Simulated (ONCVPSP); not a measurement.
What the settings do to the ONCV potential of Co (Z = 27)

Base potential:

Co (Z = 27), optimised norm-conserving Vanderbilt (ONCV), made with ONCVPSP 4.0.1 (PBE, scalar-relativistic). Core [Ne], reference 3s2 3p6 3d7 4s1.5 4p0.5. Waves: 3s+4s: rc 1.40 bohr, ncon 3, nbas 7, qcut 8.8 1/bohr, 2 projectors; 3p+4p: rc 1.65 bohr, ncon 5, nbas 8, qcut 6.6 1/bohr, 2 projectors; 3d: rc 1.40 bohr, ncon 4, nbas 9, qcut 12.6 1/bohr, 2 projectors, debl 1.5 Ha. Local part: polynomial inside 0.90 bohr (lpopt 5, dvloc0 1 Ha). Core correction: Teter function fitted to the true core (icmod 2), fcfact 0.75.

Cutoffs, loose and tight: the cutoffs (Ha) at which the residual kinetic energy of the hardest occupied pseudo-wave falls to 1 and 0.1 mHa per electron. They do not see the model core or the augmentation charge, which bear on the density cutoff. Test errors are all-electron minus pseudo excitation energies from the reference, over the configurations 3s2 3p6 3d7 4s2 4p0; 3s2 3p6 3d7 4s1 4p0; 3s2 3p6 3d7 4s0 4p0; 3s2 3p6 3d8 4s0 4p0. A dash means not determined; rows that change the core or the reference have their own tests.

```json
{"change": "base", "outcome": "generated", "cutoff, loose": "57 Ha", "cutoff, tight": "70 Ha", "bound ghosts": "none", "GHOST(+) flags above zero": "p", "largest test error (meV)": "+13"}
{"change": "d: qcut 8.2", "outcome": "generated", "cutoff, loose": "99 Ha", "cutoff, tight": "160 Ha", "bound ghosts": "none", "GHOST(+) flags above zero": "p", "largest test error (meV)": "+43"}
{"change": "d: qcut 9.1", "outcome": "generated", "cutoff, loose": "52 Ha", "cutoff, tight": "138 Ha", "bound ghosts": "none", "GHOST(+) flags above zero": "p", "largest test error (meV)": "+33"}
{"change": "d: qcut 11.4", "outcome": "generated", "cutoff, loose": "52 Ha", "cutoff, tight": "70 Ha", "bound ghosts": "none", "GHOST(+) flags above zero": "p", "largest test error (meV)": "+17"}
{"change": "d: qcut 16.6", "outcome": "generated", "cutoff, loose": "76 Ha", "cutoff, tight": "89 Ha", "bound ghosts": "none", "GHOST(+) flags above zero": "p", "largest test error (meV)": "+5.1"}
```

**Question.** What comes out with this change to the base: d: qcut 13.2?

**Answer.** outcome: generated; cutoff, loose: 59 Ha; cutoff, tight: 70 Ha; bound ghosts: none; GHOST(+) flags above zero: p; largest test error (meV): +11.

**Question.** What comes out with this change to the base: d: qcut 14.8?

**Answer.** outcome: generated; cutoff, loose: 68 Ha; cutoff, tight: 78 Ha; bound ghosts: none; GHOST(+) flags above zero: p; largest test error (meV): +6.8.

**Question.** What comes out with this change to the base: d: qcut 19?

**Answer.** outcome: generated; cutoff, loose: 124 Ha; cutoff, tight: 137 Ha; bound ghosts: none; GHOST(+) flags above zero: p; largest test error (meV): -53.

Reading the sweep of the qcut of the d channel (base included, trends over the rows without a ghost): The loose cutoff rises from 99 Ha at 8.2 to 124 Ha at 19 1/bohr, with one reversal. The waves are optimised to have the least kinetic energy above qcut, so the cutoff follows it (qcut²/2 in Ha). The median size of the test errors (rows with all tests solved) is not monotonic: lowest 0.2 meV at 12.6 1/bohr, highest 5.8 meV at 19 1/bohr.
